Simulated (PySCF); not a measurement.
## Field gradients at the hydrogen positions

Species: C₉H₁₃F.
Geometry (GFN2-xTB, Å), atoms numbered from 1 in this order:
```xyz
23
C9H13F angstrom
C      3.6031    1.1328    0.0433
C      2.3210    0.8260    0.1057
C      1.7897   -0.5651    0.0643
C      0.7074   -0.7941   -0.9709
C     -0.2745   -0.9748   -0.0873
C     -1.7363   -1.2205   -0.1442
C     -2.5252   -0.0556    0.4706
C     -2.3382    1.2326   -0.3199
C      0.6577   -0.8689    1.0987
F      0.3975    0.1238    2.0102
H      3.9436    2.1535    0.0669
H      4.3662    0.3752   -0.0353
H      1.5696    1.5994    0.1859
H      2.6033   -1.2945    0.0660
H      0.7597   -0.7962   -2.0434
H     -2.0346   -1.3620   -1.1857
H     -1.9654   -2.1354    0.4109
H     -2.1930    0.0986    1.4984
H     -3.5838   -0.3227    0.4945
H     -1.2944    1.5365   -0.3078
H     -2.6424    1.0944   -1.3555
H     -2.9340    2.0335    0.1117
H      0.7980   -1.7896    1.6744
```

Level: PBE0/pcSseg-1 (PySCF, non-relativistic); Q(2H) = 0.00286 b; rigid geometry, the same for H and D, with no vibrational averaging.

Task: Rank these positions by the coupling χzz of a deuteron there, largest first.
A. H15 (vinylic hydrogen)
B. H23 (methine hydrogen)
C. H17 (methylene hydrogen)
D. H12 (vinylic hydrogen)
E. H21 (methyl hydrogen)
F. H13 (vinylic hydrogen)

Result: A (231 kHz), D (225 kHz), F (218 kHz), E (212 kHz), C (202 kHz), B (196 kHz).

Task: What are Vzz, η and χzz (234.96 MHz × Q × Vzz) at all hydrogens?

Result: 
```tsv
atom	bonded to	bond length (Å)	Vzz (au)	η	χzz (kHz)
H11	C1	1.076	0.3391	0.05	228
H12	C1	1.078	0.3355	0.06	225
H13	C2	1.081	0.3239	0.06	218
H14	C3	1.093	0.3021	0.03	203
H15	C4	1.074	0.3439	0.03	231
H16	C6	1.093	0.3025	0.02	203
H17	C6	1.094	0.3010	0.02	202
H18	C7	1.091	0.3013	0.03	202
H19	C7	1.092	0.3048	0.02	205
H20	C8	1.087	0.3146	0.02	211
H21	C8	1.088	0.3150	0.02	212
H22	C8	1.087	0.3170	0.02	213
H23	C9	1.095	0.2916	0.08	196
```

Task: How does χzz go with the bond length over the 13 C–H bonds?

Result: A straight-line fit has a slope of -15.2 kHz for each 0.01 Å, with a correlation coefficient of -0.99, over lengths from 1.074 to 1.095 Å. The longer bonds have the smaller couplings here.

Geometry: GFN2-xTB, one conformer, isolated molecule. GFN2-xTB bond lengths can be off by several hundredths of an ångström, more for odd bonds, and the gradients follow them. The small basis limits the accuracy of the gradients.
